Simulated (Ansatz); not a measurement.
diboron tetrachloride (B$_{2}$Cl$_{4}$), singlet, geometry from GFN2-xTB; REVPBE/def2-SVP in Ansatz (a first-principles code).

Input for Ansatz:
Ansatz 0.2 input:
```yaml
crystal:
  periodic: [false, false, false]
  atoms:
    - {symbol: Cl, position_ang: [-1.72231116, -1.20807352, 0.89204460]}
    - {symbol: B, position_ang: [-0.84531679, -0.07852237, -0.06467927]}
    - {symbol: Cl, position_ang: [-1.75980786, 0.88461581, -1.15847834]}
    - {symbol: B, position_ang: [0.84531679, 0.07852237, 0.06467927]}
    - {symbol: Cl, position_ang: [1.91510219, -0.85476349, -0.90736095]}
    - {symbol: Cl, position_ang: [1.56701683, 1.17822120, 1.17379469]}
basis:
  gaussian:
    orbitals: def2-SVP
hamiltonian:
  xc: revpbe
```

Task: Predict the main parts of the log of this Ansatz run.

Result: 
```
Functional definition: revPBE
1088 factors; their error is unknown
mean field evaluation 1: about -51418.6979 eV, gradient 2.8e1 eV
mean field evaluation 2: about -51414.1699 eV, gradient 4.8e1 eV
mean field evaluation 4: about -51421.0422 eV, gradient 6.9e-1 eV
mean field evaluation 8: about -51420.9892 eV, gradient 4.7e-2 eV
mean field -51420.98924337 eV, -1889.6865002956 hartree, gradient 4.3e-5 eV, S^2 0.000000; 0 other end points of the search recorded, 0 dependent functions left out
reference -51420.98927978 eV, -1889.6865016334 hartree; 39, 39 occupied and 61, 61 virtual orbitals, 1088 factors
Total energy: -51420.98927978 eV, -1889.6865016334 hartree
```
